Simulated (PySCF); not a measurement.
C₆H₈BNO₂.
SMILES with atom numbers: `[CH3:1][c:2]1[cH:3][cH:4][c:5]([B:6]([OH:7])[OH:8])[n:9][cH:10]1` (hydrogens: H11, H12, H13 on C1; H14 on C3; H15 on C4; H16 on O7; H17 on O8; H18 on C10)

All values: CAM-B3LYP/def2-SVPD (PySCF, non-relativistic), on one gas-phase PBE0-D3(BJ)/def2-SVP geometry that isn't relaxed in the solvent. The solvent is an IEF-PCM continuum (van der Waals radii × 1.2), and excitations are vertical TDDFT with non-equilibrium linear response and a frozen core. The model holds no explicit solvent molecules, cavitation or dispersion.

Gas-phase singlets (H = HOMO, L = LUMO):

| state | E (eV) | λ (nm) | f | leading configuration |
| --- | --- | --- | --- | --- |
| S1 | 4.919 | 252 | 0.004 | H-1→L 96% |
| S2 | 5.291 | 234 | 0.092 | H→L 61% |
| S3 | 5.456 | 227 | 0.001 | H-1→L+1 96% |
| S4 | 5.932 | 209 | 0.150 | H→L+1 49% |
| S5 | 6.920 | 179 | 0.321 | H-2→L 61% |

Q: Give the list for acetone (ε = 20.49), n² = 1.85.

A: 
```tsv
state	E (eV)	λ (nm)	f	leading configuration	change by rank (eV)
S1	4.976	249	0.004	H-1→L 95%	+0.057
S2	5.256	236	0.141	H→L 64%	-0.035
S3	5.556	223	0.001	H-1→L+1 96%	+0.100
S4	5.850	212	0.192	H→L+1 50%	-0.082
S5	6.765	183	0.426	H-2→L 63%	-0.155
```

Q: The ground-state energy changes by -0.300 eV from gas to acetone. By how much does the total energy of gas-phase S1 change?

A: E(S1) = E(S0) + excitation energy, so it changes by -0.300 + 0.057 = -0.243 eV: it is lowered less than the ground state, which is what a blue shift means. This is the vertical state, with the slow part of the continuum still set for S0.

Q: How do the frontier levels move from gas to acetone?

A: 
```csv
orbital,gas (eV),solvent (eV),change (eV),"Löwdin shares, gas","Löwdin shares, solvent"
LUMO+2,0.82,0.76,-0.06,"B6 48 %, O8 14 %, H17 8 %, O7 7 %","B6 55 %, O8 12 %, O7 9 %, H17 5 %"
LUMO+1,0.31,0.38,+0.07,"C4 22 %, C10 20 %, C3 12 %, C2 11 %","C4 22 %, C10 20 %, C3 13 %, C2 11 %"
LUMO,-0.16,-0.13,+0.03,"N9 19 %, C5 17 %, C2 15 %, C3 15 %","N9 19 %, C5 18 %, C2 15 %, C3 14 %"
HOMO,-8.66,-8.59,+0.07,"C2 20 %, C5 20 %, C10 17 %, C4 14 %","C2 20 %, C5 20 %, C10 17 %, C4 13 %"
HOMO-1,-9.05,-9.08,-0.03,"N9 52 %, C5 10 %, C10 10 %, C4 6 %","N9 50 %, C10 10 %, C5 10 %, C4 6 %"
HOMO-2,-9.62,-9.55,+0.07,"C3 28 %, N9 21 %, C4 19 %, C2 9 %","C3 28 %, C4 21 %, N9 21 %, C2 9 %"
HOMO-3,-10.70,-10.93,-0.23,"O7 47 %, O8 38 %, B6 8 %","O7 38 %, O8 31 %, B6 10 %, C5 6 %"
```

The HOMO–LUMO gap goes from 8.50 to 8.45 eV.

The values belong to the conformer `[CH3:1][c:2]1[cH:3][cH:4][c:5]([B:6]([OH:7])[OH:8])[n:9][cH:10]1`: C4–C5–B6–O7 180°, H–O7–B6–C5 0°, H–O8–B6–C5 180°.
